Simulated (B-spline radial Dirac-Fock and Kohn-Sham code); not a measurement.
# What relativity does to the binding energies of S⁺

System: S⁺, [Ne] 3s2 3p3.

Both columns are ΔSCF binding energies of the configuration average from an atomic code on a B-spline grid: non-relativistic Hartree-Fock with a point nucleus, and Dirac-Fock with a finite nucleus and the Coulomb interaction alone, averaged over the two j levels with weights 2j+1.

| shell | Hartree-Fock (eV) | Dirac-Fock (eV) | shift (eV) | shift (%) |
| --- | --- | --- | --- | --- |
| 1s | 2487.8 | 2496.2 | +8.40 | +0.34 |
| 2s | 249.7 | 251.0 | +1.36 | +0.54 |
| 3s | 33.11 | 33.24 | +0.13 | +0.40 |
| 3p | 21.34 | 21.33 | -0.01 | -0.06 |

Relativity binds 1s, 2s, 3s more strongly, among those listed most of all 2s in relative terms, and 3p more weakly.

Values without a named source are computed, but for edge energies of neutral atoms, which are taken from tables.
